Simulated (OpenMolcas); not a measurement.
An atom or ion with 12 electrons was computed by XMS-RASPT2, IPEA 0.25 Eh, imaginary shift 0.1 Eh with spin-orbit coupling (OpenMolcas, ANO-RCC-VTZP, DKH2). The lowest levels that the run gave, each within 12 % of the measured value where one is at hand:

```csv
J,Parity,E (cm⁻¹),g
0,even,0.0,
0,odd,82300,
1,odd,82630,1.501
2,odd,83300,1.501
1,odd,128680,1.000
2,even,194570,1.002
0,even,200160,
1,even,200510,1.501
2,even,201190,1.499
```

Problem. Which ion is it, and what are the configurations and terms?

Solution. S4+ (Z = 16, charge +4; active space 2 electrons in 9 orbitals (RAS2 3s 3p; RAS3 3d, at most 2 electrons)). J, parity and g give the terms where levels are pure, and mixed ones are named by the computed weights; the size of the splittings, set against known spectra of the 12-electron sequence, gives the charge. In order, with the measured energies in cm⁻¹ (NIST levels in Podobedova, Kelleher and Wiese, J. Phys. Chem. Ref. Data 38, 171 (2009); Martin, Zalubas and Musgrove, J. Phys. Chem. Ref. Data 19, 821 (1990)): 3s² ¹S₀, 3s 3p ³P°₀ (83024), 3s 3p ³P°₁ (83394), 3s 3p ³P°₂ (84155), 3s 3p ¹P°₁ (127151), 3p² ¹D₂ (193739), 3p² ³P₀ (199967), 3p² ³P₁ (200371), 3p² ³P₂ (201146).

Term energies are means over components that CASPT2 splits; among the terms shown or strongly mixed into the levels shown the widest spread is 10 cm-1 (3p² ¹D). Active for correlation alone: 3d; no level in the range computed is led by a configuration that fills it, so any true level of that kind is missing. Some terms mix strongly with configurations of 3d, whose occupation reaches 0.23 (3p² ¹D). Computed and measured levels are paired by configuration, term and J; levels that our copy of the source lacks, or whose pairing is in doubt (as where it misses far off the trend of its configuration), stay unpaired and out of the deviations. Levels of configurations outside the active space are missing.

° marks odd parity.
